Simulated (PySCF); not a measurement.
# TDDFT excited states: C5H8Cl2

Compound: C5H8Cl2.
SMILES: `ClC(Cl)C1CCC1`

Computed, not measured: PySCF, TDDFT PBE0/def2-SVPD, vertical, gas phase, core orbitals frozen in the response. One conformer (not necessarily the lowest) at the GFN2-xTB geometry, without solvent, vibrations or thermal averaging.

```
state  E (eV)  λ (nm)       f  symmetry  main configurations (H = HOMO, L = LUMO)
   S1    6.96   178.1  0.0024        A′                                 H→L (92%)
   S2    7.07   175.3   0.019        A″                               H-1→L (92%)
   S3    7.40   167.6  0.0057        A″     H-2→L (48%), H→L+1 (22%), H-4→L (22%)
   S4    7.61   162.9   0.017        A′   H-1→L+1 (49%), H-3→L (24%), H-5→L (15%)
   S5    7.71   160.8  0.0001         –                  H→L+1 (68%), H-2→L (26%)
   S6    7.80   158.9  0.0008         –                H-3→L (48%), H-1→L+1 (40%)
   S7    8.06   153.8   0.012        A″                  H-4→L (69%), H-2→L (22%)
   S8    8.08   153.5   0.051        A′                   H→L+2 (71%), H-5→L (8%)
```

Triplets, Tamm–Dancoff:

```json
{"state": "T1", "E (eV)": "6.33", "λ (nm)": "195.8", "main configurations (H = HOMO, L = LUMO)": "H-1→L (88%)"}
{"state": "T2", "E (eV)": "6.38", "λ (nm)": "194.4", "main configurations (H = HOMO, L = LUMO)": "H→L (79%)"}
{"state": "T3", "E (eV)": "6.65", "λ (nm)": "186.4", "main configurations (H = HOMO, L = LUMO)": "H-2→L (31%), H→L+1 (30%), H-4→L (26%)"}
```

The lowest singlet comes at 178 nm (672 kJ/mol) in the vacuum ultraviolet; it is very weak; its leading configuration is HOMO→LUMO (92%). The most intense listed level is S8 at 8.08 eV (153 nm, f = 0.051), 1.12 eV above S1. It is the last of those listed, so stronger ones may follow. Löwdin shares by element: HOMO chlorine 59%, carbon 21% or more (atoms not listed hold the other 20%); LUMO chlorine 63%, carbon 24% or more. Orbital energies (eV): HOMO-3 -9.07, HOMO-2 -8.93, HOMO-1 -8.60, HOMO -8.51, LUMO 0.00, LUMO+1 0.55, LUMO+2 0.64. The oscillator strengths of these states sum to 0.109; summed over the whole spectrum of an exact calculation they would give the number of electrons, 72 (Thomas–Reiche–Kuhn). Of the 8 states listed, 4 reach f = 0.01 and 1 stays under 0.0005. No computed singlet lies in the visible range (380 to 750 nm); the lowest, at 178 nm, stands 3.70 eV above its violet end (3.26 eV). Symmetry labels in Cs follow from the direction of the transition dipole and are given only for states with f of 0.002 or more. The window holds the lowest 8 singlets.

Time: 41 s wall. Hardware: one thread, Arm Neoverse V1 (shared host).
